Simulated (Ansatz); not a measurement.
Clusters of 5 atoms, alloy: gap (eV) at several levels, gas phase, relaxed structures; Ansatz. Clusters are the lowest isomers that short searches found in that spin, judged at the geometry's level. Core potentials for Au, Bi, In, Pb, Pd, Pt, Sn in the def2 sets, no spin–orbit coupling. HOMO and LUMO are taken over both spins. Singlets are spin-restricted. The structures are stationary points that may keep the symmetry of their start. Remarks come from the PBE and PBE0 runs and from stability tests at other levels; not every state was tested.

| species | state | geometry | PBE-D4/def2-SVP | r2SCAN-D4/def2-TZVP | PBE0-D4/def2-SVP | PBE0-D4/def2-TZVP | remarks |
| --- | --- | --- | --- | --- | --- | --- | --- |
| Al2Cu3⁺ | singlet | r2SCAN-D4/def2-SVP | 1.72 | 1.95 | 3.04 | 3.14 | – |
| Na2Pb3⁺ | doublet | PBE0-D4/def2-SVP | 0.42 | 0.81 | 1.72 | 1.75 | – |
| In4Sn | singlet | r2SCAN-D4/def2-SVP | 1.39 | 1.53 | 2.42 | 2.42 | – |
| Pd3Au2⁺ | doublet | r2SCAN-D4/def2-SVP | 0.43 | 0.69 | 2.46 | 2.44 | spin-contaminated (⟨S²⟩ up to 0.83) |
| Pt2Au3⁺ | singlet | PBE-D4/def2-SVP | 0.75 | 0.87 | 2.36 | 2.32 | restricted SCF unstable in HF |
| Sn3Bi2 | singlet | PBE-D4/def2-SVP | 2.05 | 2.25 | 3.30 | 3.28 | – |
| Cu3Sn2⁺ | singlet | PBE-D4/def2-SVP | 0.82 | 0.97 | 2.14 | 2.15 | restricted SCF unstable in HF |

Q: Estimate the column for PBE-D4/def2-TZVP.

A: Al2Cu3⁺ 1.82; Na2Pb3⁺ 0.45; In4Sn 1.38; Pd3Au2⁺ 0.43; Pt2Au3⁺ 0.72; Sn3Bi2 2.04; Cu3Sn2⁺ 0.83.
